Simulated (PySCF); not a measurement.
C2H6Se, triplet, at the geometry of the source list (a higher spin typed on purpose: for a closed-shell molecule this is an excited state); CASSCF(4,6)/STO-3G in PySCF.

The PySCF input:
```python
from pyscf import gto, scf, mcscf
import numpy

mol = gto.M(
    atom='''
C     1.45450000   -0.06250000    0.01160000
Se    0.03300000    0.35300000   -1.25680000
C    -1.45580000    0.06700000   -0.02670000
H     1.39700000   -1.11560000    0.28790000
H     2.40710000    0.13950000   -0.47260000
H     1.33780000    0.56920000    0.89230000
H    -1.35510000   -0.91720000    0.42240000
H    -2.37750000    0.12630000   -0.59740000
H    -1.44090000    0.84020000    0.73940000
''',
    basis='sto-3g',
    spin=2,
    verbose=4,
)

mf = scf.ROHF(mol)
mf.kernel()
mc = mcscf.CASSCF(mf, 6, 4)
mc.fix_spin_(ss=2.0)
mc.kernel()
occ = numpy.linalg.eigvalsh(mc.fcisolver.make_rdm1(mc.ci, mc.ncas, mc.nelecas))[::-1]
ss = mc.fcisolver.spin_square(mc.ci, mc.ncas, mc.nelecas)[0]
print('natural occupations', occ.round(4), ' <S^2>', round(ss, 4))
```

It wrote (shortened):

```
PySCF version 2.14.0

[INPUT] verbose = 4
[INPUT] num. atoms = 9
[INPUT] num. electrons = 52
[INPUT] charge = 0
[INPUT] spin (= nelec alpha-beta = 2S) = 2
[INPUT] symmetry False subgroup None
[INPUT] Mole.unit = angstrom
[INPUT] Symbol           X                Y                Z      unit          X                Y                Z       unit  Magmom
[INPUT]  1 C      1.454500000000  -0.062500000000   0.011600000000 AA    2.748606648180  -0.118107882785   0.021920823045 Bohr   0.0
[INPUT]  2 Se     0.033000000000   0.353000000000  -1.256800000000 AA    0.062360962111   0.667073321971  -2.375007793353 Bohr   0.0
[INPUT]  3 C     -1.455800000000   0.067000000000  -0.026700000000 AA   -2.751063292142   0.126611650346  -0.050455687526 Bohr   0.0
[INPUT]  4 H      1.397000000000  -1.115600000000   0.287900000000 AA    2.639947396017  -2.108178464565   0.544052151262 Bohr   0.0
[INPUT]  5 H      2.407100000000   0.139500000000  -0.472600000000 AA    4.548759754441   0.263616794377  -0.893084566469 Bohr   0.0
[INPUT]  6 H      1.337800000000   0.569200000000   0.892300000000 AA    2.528075609443   1.075632110102   1.686202620949 Bohr   0.0
[INPUT]  7 H     -1.355100000000  -0.917200000000   0.422400000000 AA   -2.560767871398  -1.733256801451   0.798220315016 Bohr   0.0
[INPUT]  8 H     -2.377500000000   0.126300000000  -0.597400000000 AA   -4.492823861153   0.238672409533  -1.128922386815 Bohr   0.0
[INPUT]  9 H     -1.440900000000   0.840200000000   0.739400000000 AA   -2.722906372886   1.587747889860   1.397263496503 Bohr   0.0

nuclear repulsion = 186.458206891033
number of shells = 20
number of NR pGTOs = 102
number of NR cGTOs = 34
basis = sto-3g
ecp = {}

******** <class 'pyscf.scf.rohf.ROHF'> ********
method = ROHF
initial guess = minao
damping factor = 0
level_shift factor = 0
DIIS = <class 'pyscf.scf.diis.CDIIS'>
diis_start_cycle = 1
diis_space = 8
diis_damp = 0
SCF conv_tol = 1e-09
SCF conv_tol_grad = None
SCF max_cycles = 50
direct_scf = True
direct_scf_tol = 1e-13
num. doubly occ = 25  num. singly occ = 2
Set gradient conv threshold to 3.16228e-05
init E= -2448.50164600799
  HOMO = 0.017540926471716  LUMO = 0.100727800980105  gap/eV = 2.26363
cycle= 1 E= -2451.4776232416  delta_E= -2.98  |g|= 0.36  |ddm|= 2.82
  HOMO = 0.277406150130139  LUMO = 0.459756346302599  gap/eV = 4.96200
cycle= 2 E= -2451.60815451064  delta_E= -0.131  |g|= 0.0941  |ddm|= 0.744
  HOMO = 0.225821734978909  LUMO = 0.431802376447557  gap/eV = 5.60502
cycle= 3 E= -2451.61213962375  delta_E= -0.00399  |g|= 0.0162  |ddm|= 0.146
  HOMO = 0.215279475574815  LUMO = 0.418100731402133  gap/eV = 5.51905
cycle= 4 E= -2451.61228569489  delta_E= -0.000146  |g|= 0.00348  |ddm|= 0.0252
  HOMO = 0.216599684644362  LUMO = 0.419344504600227  gap/eV = 5.51697
cycle= 5 E= -2451.61229618999  delta_E= -1.05e-05  |g|= 0.0013  |ddm|= 0.0132
  HOMO = 0.216641147705502  LUMO = 0.419375911245518  gap/eV = 5.51669
cycle= 6 E= -2451.61230096976  delta_E= -4.78e-06  |g|= 0.00114  |ddm|= 0.0087
  HOMO = 0.216664726917669  LUMO = 0.41937166892324  gap/eV = 5.51594
cycle= 7 E= -2451.61231583954  delta_E= -1.49e-05  |g|= 0.00169  |ddm|= 0.0265
  HOMO = 0.216374099098104  LUMO = 0.419649010643891  gap/eV = 5.53139
cycle= 8 E= -2451.61226991262  delta_E= 4.59e-05  |g|= 0.000839  |ddm|= 0.103
  HOMO = 0.216389940418378  LUMO = 0.419636251986911  gap/eV = 5.53061
cycle= 9 E= -2451.61225985048  delta_E= 1.01e-05  |g|= 0.000282  |ddm|= 0.0675
  HOMO = 0.216680693389128  LUMO = 0.419312410944035  gap/eV = 5.51389
cycle= 10 E= -2451.61225989654  delta_E= -4.61e-08  |g|= 0.000121  |ddm|= 0.00111
  HOMO = 0.216741731646799  LUMO = 0.419277312436517  gap/eV = 5.51127
cycle= 11 E= -2451.6122597723  delta_E= 1.24e-07  |g|= 1.3e-05  |ddm|= 0.00867
  HOMO = 0.216745148016618  LUMO = 0.419282568184914  gap/eV = 5.51132
cycle= 12 E= -2451.61225977284  delta_E= -5.43e-10  |g|= 6.01e-06  |ddm|= 0.000155
  HOMO = 0.216744047863745  LUMO = 0.419283140730061  gap/eV = 5.51137
Extra cycle  E= -2451.61225977301  delta_E= -1.69e-10  |g|= 3.71e-06  |ddm|= 3.25e-05
converged SCF energy = -2451.61225977301

******** <class 'pyscf.mcscf.mc1step.CASSCF'> ********
CAS (3e+1e, 6o), ncore = 24, nvir = 4
max_cycle_macro = 50
max_cycle_micro = 4
conv_tol = 1e-07
conv_tol_grad = None
orbital rotation max_stepsize = 0.02
orbital rotation threshold for CI restart = 0.01
augmented hessian ah_max_cycle = 30
augmented hessian ah_conv_tol = 1e-12
augmented hessian ah_linear dependence = 1e-14
augmented hessian ah_level shift = 1e-08
augmented hessian ah_start_tol = 2.5
augmented hessian ah_start_cycle = 3
augmented hessian ah_grad_trust_region = 3
kf_trust_region = 3
kf_interval = 4
ci_response_space = 4
ci_grad_trust_region = 3
with_dep4 0
natorb = False
canonicalization = True
sorting_mo_energy = False
ao2mo_level = 2
internal_rotation = False
******** <class 'pyscf.fci.addons.SpinPenaltyFCISolver'> ********
max. cycles = 50
conv_tol = 1e-08
davidson only = True
linear dependence = 1e-12
level shift = 0.001
max iter space = 12
nroots = 1
pspace_size = 400
spin = None
CASCI E = -2451.62365887667  S^2 = 2.0000000
Set conv_tol_grad to 0.000316228
macro iter   1 ( 21 JK    4 micro), CASSCF E = -2451.62846299229  dE = -4.80411562e-03  S^2 = 2.0000000
               |grad[o]|=0.0213  |grad[c]|=0.0347  |ddm|=0.0176  |maxRot[o]|=0.311
macro iter   2 ( 21 JK    4 micro), CASSCF E = -2451.62888186845  dE = -4.18876160e-04  S^2 = 2.0000000
               |grad[o]|=0.00896  |grad[c]|=0.00326  |ddm|=0.00685  |maxRot[o]|=0.276
macro iter   3 ( 21 JK    4 micro), CASSCF E = -2451.62908875545  dE = -2.06886998e-04  S^2 = 2.0000000
               |grad[o]|=0.00276  |grad[c]|=0.00236  |ddm|=0.0133  |maxRot[o]|=0.313
macro iter   4 ( 17 JK    4 micro), CASSCF E = -2451.62963323765  dE = -5.44482198e-04  S^2 = 2.0000000
               |grad[o]|=0.00407  |grad[c]|=0.00553  |ddm|=0.0592  |maxRot[o]|=0.147
macro iter   5 ( 18 JK    4 micro), CASSCF E = -2451.62981521461  dE = -1.81976965e-04  S^2 = 2.0000000
               |grad[o]|=0.00803  |grad[c]|=0.0104  |ddm|=0.0873  |maxRot[o]|=0.0697
macro iter   6 ( 18 JK    4 micro), CASSCF E = -2451.63001031043  dE = -1.95095814e-04  S^2 = 2.0000000
               |grad[o]|=0.0054  |grad[c]|=0.0102  |ddm|=0.0698  |maxRot[o]|=0.0417
macro iter   7 ( 15 JK    4 micro), CASSCF E = -2451.63035632689  dE = -3.46016458e-04  S^2 = 2.0000000
               |grad[o]|=0.00481  |grad[c]|=0.00808  |ddm|=0.0725  |maxRot[o]|=0.049
macro iter   8 ( 13 JK    4 micro), CASSCF E = -2451.63105484637  dE = -6.98519488e-04  S^2 = 2.0000000
               |grad[o]|=0.00459  |grad[c]|=0.00639  |ddm|=0.0677  |maxRot[o]|=0.0806
macro iter   9 ( 13 JK    4 micro), CASSCF E = -2451.63196698894  dE = -9.12142564e-04  S^2 = 2.0000000
               |grad[o]|=0.00491  |grad[c]|=0.00501  |ddm|=0.0588  |maxRot[o]|= 0.12
macro iter  10 ( 12 JK    4 micro), CASSCF E = -2451.63243389515  dE = -4.66906212e-04  S^2 = 2.0000000
               |grad[o]|=0.00488  |grad[c]|=0.00482  |ddm|=0.0517  |maxRot[o]|=0.0953
macro iter  11 ( 11 JK    4 micro), CASSCF E = -2451.63253336645  dE = -9.94712982e-05  S^2 = 2.0000000
               |grad[o]|=0.00261  |grad[c]|=0.00193  |ddm|=0.0204  |maxRot[o]|=0.0543
macro iter  12 (  9 JK    4 micro), CASSCF E = -2451.63253845757  dE = -5.09112397e-06  S^2 = 2.0000000
               |grad[o]|=0.000749  |grad[c]|=0.00016  |ddm|=0.00439  |maxRot[o]|=0.012
macro iter  13 (  3 JK    1 micro), CASSCF E = -2451.63253850639  dE = -4.88216756e-08  S^2 = 2.0000000
               |grad[o]|=0.000132  |grad[c]|=6.29e-05  |ddm|=0.000399  |maxRot[o]|=0.000728
1-step CASSCF converged in  13 macro (192 JK  49 micro) steps
CASSCF canonicalization
Density matrix diagonal elements [1.95753244e+00 9.99944932e-01 8.52679504e-01 1.88878897e-01
 6.18750432e-04 3.45472922e-04]
CASSCF energy = -2451.63253850639
CASCI E = -2451.63253850639  E(CI) = -3.42072468167407  S^2 = 2.0000000
natural occupations [1.9651e+00 1.0000e+00 9.9850e-01 3.5800e-02 4.0000e-04 3.0000e-04]  <S^2> 2.0
```
